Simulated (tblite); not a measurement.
C4H12OSSi2.
Atom-mapped SMILES: `[CH3:1][S:2][C@@H:3]([SiH3:4])[SiH2:5][C:6]([CH3:7])=[O:8]` (hydrogens: H9, H10, H11 on C1; H12 on C3; H13, H14, H15 on Si4; H16, H17 on Si5; H18, H19, H20 on C7)

A start from a force field or distance geometry was refined with tblite, GFN2-xTB geometry optimisation, gas phase. Values at the start:

```csv
coordinate,start
C1–S2,1.791 Å
C1–H9,1.125 Å
S2–C3,1.786 Å
C3–Si4,1.857 Å
C3–Si5,1.866 Å
C3–H12,1.133 Å
Si4–H13,1.478 Å
Si5–C6,1.851 Å
Si5–H16,1.475 Å
Si5–H17,1.476 Å
C6–C7,1.501 Å
C6=O8,1.242 Å
C7–H18,1.117 Å
C1–S2–C3,116.1°
S2–C3–Si4,114.1°
S2–C3–Si5,111.7°
C3–Si5–C6,113.2°
Si4–C3–Si5,112.5°
Si5–C6–C7,119.0°
Si5–C6–O8,121.3°
C7–C6–O8,119.7°
C1–S2–C3–Si4,-66°
S2–C3–Si5–C6,-120°
C3–Si5–C6–C7,-138°
```

How do these coordinates change at the GFN2-xTB level?

```json
{"coordinate": "Si5–C6", "GFN2-xTB (Å or °)": "1.930", "change": "+0.079"}
{"coordinate": "C3–Si4", "GFN2-xTB (Å or °)": "1.913", "change": "+0.056"}
{"coordinate": "S2–C3", "GFN2-xTB (Å or °)": "1.840", "change": "+0.054"}
{"coordinate": "C3–Si5", "GFN2-xTB (Å or °)": "1.907", "change": "+0.041"}
{"coordinate": "C3–H12", "GFN2-xTB (Å or °)": "1.093", "change": "-0.040"}
{"coordinate": "C1–H9", "GFN2-xTB (Å or °)": "1.087", "change": "-0.038"}
{"coordinate": "C6=O8", "GFN2-xTB (Å or °)": "1.212", "change": "-0.030"}
{"coordinate": "C7–H18", "GFN2-xTB (Å or °)": "1.088", "change": "-0.029"}
{"coordinate": "C1–S2", "GFN2-xTB (Å or °)": "1.814", "change": "+0.023"}
{"coordinate": "Si4–H13", "GFN2-xTB (Å or °)": "1.466", "change": "-0.012"}
{"coordinate": "Si5–H16", "GFN2-xTB (Å or °)": "1.463", "change": "-0.012"}
{"coordinate": "Si5–H17", "GFN2-xTB (Å or °)": "1.467", "change": "-0.009"}
{"coordinate": "C6–C7", "GFN2-xTB (Å or °)": "1.502", "change": "+0.001"}
{"coordinate": "C1–S2–C3", "GFN2-xTB (Å or °)": "102.9", "change": "-13.2"}
{"coordinate": "Si4–C3–Si5", "GFN2-xTB (Å or °)": "118.7", "change": "+6.2"}
{"coordinate": "S2–C3–Si4", "GFN2-xTB (Å or °)": "111.2", "change": "-2.9"}
{"coordinate": "C7–C6–O8", "GFN2-xTB (Å or °)": "121.8", "change": "+2.1"}
{"coordinate": "Si5–C6–C7", "GFN2-xTB (Å or °)": "116.8", "change": "-2.2"}
{"coordinate": "C3–Si5–C6", "GFN2-xTB (Å or °)": "111.1", "change": "-2.1"}
{"coordinate": "S2–C3–Si5", "GFN2-xTB (Å or °)": "110.2", "change": "-1.5"}
{"coordinate": "Si5–C6–O8", "GFN2-xTB (Å or °)": "121.3", "change": "0.0"}
{"coordinate": "S2–C3–Si5–C6", "GFN2-xTB (Å or °)": "-96", "change": "+24"}
{"coordinate": "C1–S2–C3–Si4", "GFN2-xTB (Å or °)": "-57", "change": "+9"}
{"coordinate": "C3–Si5–C6–C7", "GFN2-xTB (Å or °)": "-141", "change": "-3"}
```

The energy falls by 0.736 eV over 187 L-BFGS steps, the largest force on an atom goes from 3.17 to 0.010 eV/Å, and the atoms move by 0.708 Å rms after alignment. The bond that changes most is Si5–C6 (SiH2 silicon to carbonyl carbon), which lengthens by 0.079 Å. Bonds longer at the end by more than 0.005 Å: 5 of 19; shorter: 12. Among the dihedrals that turn most is S2–C3–Si4–H15, from 19° to 74°. Rotational constants go from 1733, 746.8, 673.4 to 1558, 776.9, 723.2 MHz.

On one thread of an Arm Neoverse V2, on a shared host, this took 1.6 s of wall time.

Its lowest GFN2-xTB frequency is 14i cm⁻¹, too small to tell a flat minimum from a shallow saddle. One conformer, not necessarily the lowest. 3 starts were optimised and ended at 0.00, 0.22 and 0.36 kcal/mol (GFN2-xTB); the lowest of these is shown.

These are computed values.
